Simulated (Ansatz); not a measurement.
Input for Ansatz (a quantum-chemistry and plane-wave program): R-CCSD(T)/def2-SVP on CH5NOSn (SMILES C[O][Sn][NH2]), a point of a torsion scan. Elements past Kr take the def2 small-core potentials; no spin–orbit coupling. The run froze 12 orbitals, filled d shells among them.

Ansatz 0.2 input:
```yaml
crystal:
  periodic: [false, false, false]
  atoms:
    - {symbol: C, position_ang: [-2.05992944, -0.11751193, 0.05090098]}
    - {symbol: O, position_ang: [-0.66975063, -0.21575048, -0.03040988]}
    - {symbol: Sn, position_ang: [1.06034923, 0.17824221, 0.95834864]}
    - {symbol: N, position_ang: [0.42388375, 0.01678377, 2.91332385]}
    - {symbol: H, position_ang: [-2.41913486, 0.63771368, -0.65389543]}
    - {symbol: H, position_ang: [-2.39486514, 0.15386962, 1.05603953]}
    - {symbol: H, position_ang: [-2.50625464, -1.08054450, -0.21290131]}
    - {symbol: H, position_ang: [-0.53068935, -0.17998035, 3.18756449]}
    - {symbol: H, position_ang: [0.95758621, 0.16289307, 3.75980864]}
basis:
  gaussian:
    orbitals: def2-SVP
magnetization: {spin_polarized: false}
correlation: {method: ccsd_t, electrons: outside_noble_gas}
scf: {lower_state_search: off}
```

Program output:

```
WARN ansatz: RAYON_NUM_THREADS=1 ignored (pool sized by the plan → 1); use --threads N
Functional definition: HF
these checks for a lower state are left out or cut short: stability, starts, cluster_reference, orbital_swaps, neighbouring_geometries, increment
integrals: 0.11 GiB planned
1019 factors; integrals over basis functions are off by at most 1.2e-3 eV
mean field: 0.26 GiB planned
mean field evaluation 1: about -10425.6735 eV, gradient 4.6e1 eV
mean field evaluation 2: about -10425.7950 eV, gradient 4.6e1 eV
mean field evaluation 4: about -10430.4727 eV, gradient 3.3e0 eV
mean field evaluation 8: about -10430.5335 eV, gradient 1.1e-1 eV
mean field -10430.53357701 eV, -383.3150388856 hartree, gradient 1.6e-6 eV, S^2 0.000000; 0 other end points of the search recorded, 0 dependent functions left out
12 core orbitals not correlated
reference -10430.53357701 eV, -383.3150388856 hartree; 12, 12 occupied and 69, 69 virtual orbitals, 1019 factors
second order -15.60556132 eV of doubles, -0.00000000 eV of singles
coupled cluster: 0.30 GiB planned
cycle   1  -15.98024299 eV  change   -3.7e-1 eV  update   1.2e-1
cycle   2  -16.43214409 eV  change   -4.5e-1 eV  update   4.1e-2
cycle   3  -16.59723872 eV  change   -1.7e-1 eV  update   2.7e-2
cycle   4  -16.59538944 eV  change    1.8e-3 eV  update   9.1e-3
cycle   5  -16.58809488 eV  change    7.3e-3 eV  update   4.8e-3
cycle   6  -16.58915797 eV  change   -1.1e-3 eV  update   1.8e-3
cycle   7  -16.58883871 eV  change    3.2e-4 eV  update   5.2e-4
cycle   8  -16.58866154 eV  change    1.8e-4 eV  update   1.7e-4
cycle   9  -16.58868507 eV  change   -2.4e-5 eV  update   5.9e-5
cycle  10  -16.58868489 eV  change    1.8e-7 eV  update   2.4e-5
perturbative correction -0.47644192 eV, -0.0175089177 hartree
Total energy: -10447.59870383 eV, -383.9421707289 hartree
Checks for a lower state left out: stability, starts, cluster_reference, orbital_swaps, neighbouring_geometries, increment
```

The calculation finished and met its thresholds.

Cost: very roughly 7 core-seconds.
